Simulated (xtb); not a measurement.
trans-ethylamine (C2H7N), singlet, from a rough starting geometry; GFN2-xTB run with xtb.

Here is a job for xtb.
```
$ xtb mol.xyz --gfn 2 --opt vtight --json

# file mol.xyz
10

C      1.00815949    -0.31332908     0.00535949
C     -0.20233749     0.65430998     0.00443566
N     -1.50848000    -0.07240228     0.01383190
H      1.98852244     0.31625806    -0.02960772
H      1.07130338    -0.88023597     0.92038865
H      1.02846484    -0.89588058    -0.83514227
H     -0.13196054     1.28325589    -0.89738081
H     -0.09899938     1.27110519     0.92963827
H     -1.53575430    -0.69012583     0.82796527
H     -1.46290996    -0.64046893    -0.81100766
```

Task: What does xtb print? Leave out banner, timings and long lists.

Result: 
```
   ID    Z sym.   atoms
    1    6 C      1, 2
    2    7 N      3
    3    1 H      4-10

           -------------------------------------------------
          |                Calculation Setup                |
           -------------------------------------------------

           -------------------------------------------------
          |                 G F N 2 - x T B                 |
           -------------------------------------------------

          ...................................................
          :                      SETUP                      :
          :.................................................:
          :  # basis functions                  19          :
          :  # atomic orbitals                  19          :
          :  # shells                           13          :
          :  # electrons                        20          :
          :  max. iterations                   250          :
          :  Hamiltonian                  GFN2-xTB          :
          :  restarted?                      false          :
          :  GBSA solvation                  false          :
          :  PC potential                    false          :
          :  electronic temp.          300.0000000     K    :
          :  accuracy                    1.0000000          :
          :  -> integral cutoff          0.2500000E+02      :
          :  -> integral neglect         0.1000000E-07      :
          :  -> SCF convergence          0.1000000E-05 Eh   :
          :  -> wf. convergence          0.1000000E-03 e    :
          :  Broyden damping             0.4000000          :
          :  net charge                          0          :
          :  unpaired electrons                  0          :
          ...................................................

 iter      E             dE          RMSdq      gap      omega  full diag
   1    -10.8670577 -0.108671E+02  0.293E+00   10.45       0.0  T
   2    -10.8862793 -0.192216E-01  0.154E+00   10.77       1.0  T
   3    -10.8870139 -0.734513E-03  0.674E-01   10.85       1.0  T
   4    -10.8870805 -0.665983E-04  0.842E-02   10.78       1.0  T
   5    -10.8870827 -0.223793E-05  0.415E-02   10.78       1.0  T
   6    -10.8870829 -0.243576E-06  0.731E-03   10.78       4.3  T
   7    -10.8870831 -0.149322E-06  0.191E-03   10.78      16.6  T
   8    -10.8870831 -0.146146E-08  0.219E-04   10.78     144.1  T
   9    -10.8870831 -0.103361E-09  0.932E-05   10.78     339.2  T

   *** convergence criteria satisfied after 9 iterations ***

         :::::::::::::::::::::::::::::::::::::::::::::::::::::
         ::                     SUMMARY                     ::
         :::::::::::::::::::::::::::::::::::::::::::::::::::::
         :: total energy             -10.744897208562 Eh    ::
         :: gradient norm              0.103404235047 Eh/a0 ::
         :: HOMO-LUMO gap             10.776911523475 eV    ::
         ::.................................................::
         :: SCC energy               -10.887082124750 Eh    ::
         :: -> isotropic ES            0.012221840328 Eh    ::
         :: -> anisotropic ES          0.004404074770 Eh    ::
         :: -> anisotropic XC          0.010062481905 Eh    ::
         :: -> dispersion             -0.003444645325 Eh    ::
         :: repulsion energy           0.142184916188 Eh    ::
         :: add. restraining           0.000000000000 Eh    ::
         :: total charge              -0.000000000000 e     ::
         :::::::::::::::::::::::::::::::::::::::::::::::::::::

      -----------------------------------------------------------
     |                   =====================                   |
     |                        A N C O P T                        |
     |                   =====================                   |
     |               Approximate Normal Coordinate               |
     |                Rational Function Optimizer                |
      -----------------------------------------------------------
      -----------------------------------------------------------
     |                   =====================                   |
     |                        A N C O P T                        |
     |                   =====================                   |
     |               Approximate Normal Coordinate               |
     |                Rational Function Optimizer                |
      -----------------------------------------------------------

          ...................................................
          :                      SETUP                      :
          :.................................................:
          :   optimization level         verytight          :
          :   max. optcycles                   200          :
          :   ANC micro-cycles                  20          :
          :   degrees of freedom                24          :
          :.................................................:
          :   RF solver                   davidson          :
          :   write xtbopt.log                true          :
          :   linear?                        false          :
          :   energy convergence         0.1000000E-06 Eh   :
          :   grad. convergence          0.2000000E-03 Eh/α :
          :   maxmium RF displ.          1.0000000          :
          :   Hlow (freq-cutoff)         0.1000000E-01      :
          :   Hmax (freq-cutoff)         5.0000000          :
          :   S6 in model hess.         20.0000000          :
          ...................................................

generating ANC from exact Hessian ...
Using Lindh-Hessian (1995)
 Shifting diagonal of input Hessian by    7.7491964043357488E-004
 Lowest  eigenvalues of input Hessian
    0.000000    0.000000    0.000000    0.000000    0.000000    0.000000
    0.010000    0.014106    0.016489    0.038756    0.040894    0.053969
[...]
 * total energy  :   -10.7448972 Eh     change       -0.1525713E-10 Eh
 * total energy  :   -10.7536934 Eh     change       -0.8796151E-02 Eh
 * total energy  :   -10.7547733 Eh     change       -0.1079922E-02 Eh
 * total energy  :   -10.7548430 Eh     change       -0.6969722E-04 Eh
 * total energy  :   -10.7548552 Eh     change       -0.1219977E-04 Eh
 * total energy  :   -10.7548583 Eh     change       -0.3114577E-05 Eh
 * total energy  :   -10.7548597 Eh     change       -0.1384323E-05 Eh
 * total energy  :   -10.7548602 Eh     change       -0.5402280E-06 Eh
 * total energy  :   -10.7548604 Eh     change       -0.1985709E-06 Eh
 * total energy  :   -10.7548605 Eh     change       -0.7769765E-07 Eh
   *** GEOMETRY OPTIMIZATION CONVERGED AFTER 10 ITERATIONS ***
[...]
          ...................................................

 iter      E             dE          RMSdq      gap      omega  full diag
   1    -10.8996894 -0.108997E+02  0.286E-05   11.59       0.0  T
   2    -10.8996894 -0.863309E-12  0.147E-05   11.59    2146.5  T
   3    -10.8996894 -0.515143E-13  0.512E-06   11.59    6171.5  T

   *** convergence criteria satisfied after 3 iterations ***

         :::::::::::::::::::::::::::::::::::::::::::::::::::::
         ::                     SUMMARY                     ::
         :::::::::::::::::::::::::::::::::::::::::::::::::::::
         :: total energy             -10.754860494414 Eh    ::
         :: gradient norm              0.000052282156 Eh/a0 ::
         :: HOMO-LUMO gap             11.590022472970 eV    ::
         ::.................................................::
         :: SCC energy               -10.899688467827 Eh    ::
         :: -> isotropic ES            0.012230326036 Eh    ::
         :: -> anisotropic ES          0.004057965119 Eh    ::
         :: -> anisotropic XC          0.009710913844 Eh    ::
         :: -> dispersion             -0.003453949047 Eh    ::
         :: repulsion energy           0.144827973413 Eh    ::
         :: add. restraining           0.000000000000 Eh    ::
         :: total charge               0.000000000000 e     ::
         :::::::::::::::::::::::::::::::::::::::::::::::::::::

           -------------------------------------------------
          |                Property Printout                |
           -------------------------------------------------

    * Orbital Energies and Occupations

         #    Occupation            Energy/Eh            Energy/eV
      -------------------------------------------------------------
         1        2.0000           -0.6273756             -17.0718
         2        2.0000           -0.5920096             -16.1094
         3        2.0000           -0.5665018             -15.4153
         4        2.0000           -0.5285554             -14.3827
         5        2.0000           -0.5012985             -13.6410
         6        2.0000           -0.4861786             -13.2296
         7        2.0000           -0.4769076             -12.9773
         8        2.0000           -0.4534263             -12.3384
         9        2.0000           -0.4316628             -11.7461
        10        2.0000           -0.3656535              -9.9499 (HOMO)
        11                          0.0602720               1.6401 (LUMO)
        12                          0.1102552               3.0002
        13                          0.1350288               3.6743
        14                          0.1462453               3.9795
        15                          0.1717108               4.6725
        16                          0.2103625               5.7243
        17                          0.2243172               6.1040
        18                          0.2542650               6.9189
        19                          0.2891088               7.8671
      -------------------------------------------------------------
                  HL-Gap            0.4259255 Eh           11.5900 eV
             Fermi-level           -0.1526907 Eh           -4.1549 eV

     #   Z          covCN         q      C6AA      α(0)
     1   6 C        3.750    -0.111    22.685     6.793
     2   6 C        3.730     0.020    20.335     6.437
     3   7 N        2.628    -0.343    28.845     7.977
     4   1 H        0.925     0.033     2.539     2.492
     5   1 H        0.925     0.031     2.567     2.505
     6   1 H        0.925     0.031     2.567     2.505
     7   1 H        0.924     0.033     2.540     2.493
     8   1 H        0.924     0.033     2.540     2.492
     9   1 H        0.860     0.136     1.501     1.919
    10   1 H        0.860     0.136     1.501     1.919

 Mol. C6AA /au·bohr⁶  :        626.911585
 Mol. C8AA /au·bohr⁸  :      12367.820893
 Mol. α(0) /au        :         37.532650

Wiberg/Mayer (AO) data.
largest (>0.10) Wiberg bond orders for each atom

 ---------------------------------------------------------------------------
     #   Z sym  total        # sym  WBO       # sym  WBO       # sym  WBO
 ---------------------------------------------------------------------------
     1   6 C    3.997 --     2 C    1.005     5 H    0.988     6 H    0.988
                             4 H    0.987
     2   6 C    3.987 --     3 N    1.029     1 C    1.005     7 H    0.976
                             8 H    0.976
     3   7 N    3.009 --     2 C    1.029    10 H    0.968     9 H    0.968
     4   1 H    0.999 --     1 C    0.987
     5   1 H    0.999 --     1 C    0.988
     6   1 H    0.999 --     1 C    0.988
     7   1 H    0.999 --     2 C    0.976
     8   1 H    0.999 --     2 C    0.976
     9   1 H    0.982 --     3 N    0.968
    10   1 H    0.982 --     3 N    0.968
 ---------------------------------------------------------------------------

Topologies differ in total number of bonds
Writing topology from bond orders to xtbtopo.mol

molecular dipole:
                 x           y           z       tot (Debye)
 q only:        0.162      -0.144      -0.000
   full:        0.407      -0.438      -0.001       1.521
molecular quadrupole (traceless):
                xx          xy          yy          xz          yz          zz
 q only:       -1.056       1.174       0.518       0.008      -0.007       0.538
  q+dip:       -3.413       2.405       1.218       0.021      -0.018       2.195
   full:       -3.117       2.598       1.167       0.020      -0.018       1.950

optimized geometry written to: xtbopt.xyz

           -------------------------------------------------
          | TOTAL ENERGY              -10.754860494414 Eh   |
          | GRADIENT NORM               0.000052282156 Eh/α |
          | HOMO-LUMO GAP              11.590022472970 eV   |
           -------------------------------------------------
```
